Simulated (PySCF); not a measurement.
Geometry:
```json
{"atom": "F1", "x (Å)": "-2.697", "y (Å)": "0.312", "z (Å)": "1.309"}
{"atom": "C2", "x (Å)": "-2.222", "y (Å)": "0.628", "z (Å)": "0.107"}
{"atom": "F3", "x (Å)": "-3.251", "y (Å)": "0.603", "z (Å)": "-0.751"}
{"atom": "F4", "x (Å)": "-1.794", "y (Å)": "1.897", "z (Å)": "0.165"}
{"atom": "C5", "x (Å)": "-1.141", "y (Å)": "-0.316", "z (Å)": "-0.359"}
{"atom": "C6", "x (Å)": "0.109", "y (Å)": "-0.386", "z (Å)": "0.500"}
{"atom": "F7", "x (Å)": "-0.254", "y (Å)": "-0.805", "z (Å)": "1.756"}
{"atom": "C8", "x (Å)": "1.233", "y (Å)": "-1.208", "z (Å)": "-0.148"}
{"atom": "C9", "x (Å)": "1.899", "y (Å)": "0.115", "z (Å)": "-0.572"}
{"atom": "C10", "x (Å)": "1.033", "y (Å)": "0.844", "z (Å)": "0.473"}
{"atom": "H11", "x (Å)": "-1.592", "y (Å)": "-1.318", "z (Å)": "-0.411"}
{"atom": "H12", "x (Å)": "-0.874", "y (Å)": "-0.020", "z (Å)": "-1.384"}
{"atom": "H13", "x (Å)": "0.956", "y (Å)": "-1.942", "z (Å)": "-0.919"}
{"atom": "H14", "x (Å)": "1.800", "y (Å)": "-1.716", "z (Å)": "0.646"}
{"atom": "H15", "x (Å)": "1.641", "y (Å)": "0.403", "z (Å)": "-1.602"}
{"atom": "H16", "x (Å)": "2.989", "y (Å)": "0.185", "z (Å)": "-0.460"}
{"atom": "H17", "x (Å)": "0.595", "y (Å)": "1.818", "z (Å)": "0.221"}
{"atom": "H18", "x (Å)": "1.543", "y (Å)": "0.917", "z (Å)": "1.445"}
```

Non-relativistic Hamiltonian, no solvent, a single conformation, fast rotation and ring inversion assumed for equivalent nuclei. Shieldings: GIAO CAM-B3LYP/pcSseg-1; coordinates at the PBE0-D3(BJ)/def2-SVP level; PySCF 2.14.0 with density-fitted response routines.

Referencing at the same level of theory: $^{13}$C (σref 182.45) and $^{1}$H (σref 31.33) vs TMS; CFCl3 for $^{19}$F (σref 189.10).

| atoms | nucleus | count | δ (ppm) |
| --- | --- | --- | --- |
| C6 | $^{13}$C | 1 | ? |
| C2 | $^{13}$C | 1 | 133.1 |
| C8/C10 | $^{13}$C | 2 | 35.7 |
| H11/H12 | $^{1}$H | 2 | ? |
| H15 | $^{1}$H | 1 | 1.22 |
| C5 | $^{13}$C | 1 | 42.6 |
| F7 | $^{19}$F | 1 | ? |
| H13/H17 | $^{1}$H | 2 | 2.19 |
| C9 | $^{13}$C | 1 | 11.5 |
| H16 | $^{1}$H | 1 | 1.67 |
| H14/H18 | $^{1}$H | 2 | ? |
| F1/F3/F4 | $^{19}$F | 3 | -65.7 |

Estimate the values marked ?.

Results:


- C6: 91.3 ppm, fully substituted sp3 carbon bonded to F; the inductive effect lowers its shielding
- H14/H18: 2.29 ppm, hydrogen on an sp3 CH2 in a ring
- H11/H12: 2.03 ppm, hydrogen on an sp3 CH2
- F7: -137.1 ppm, fluorine on an sp3 carbon

Shifts are as computed, not scaled to solution data. Of 1309 compounds with measured shifts, 239 miss one by over three times the rms of a fit or turn the order of signals round; such compounds aren't used in these exercises. Unscaled 19F shifts against computed CFCl3 carry errors that often reach 10 to 50 ppm.
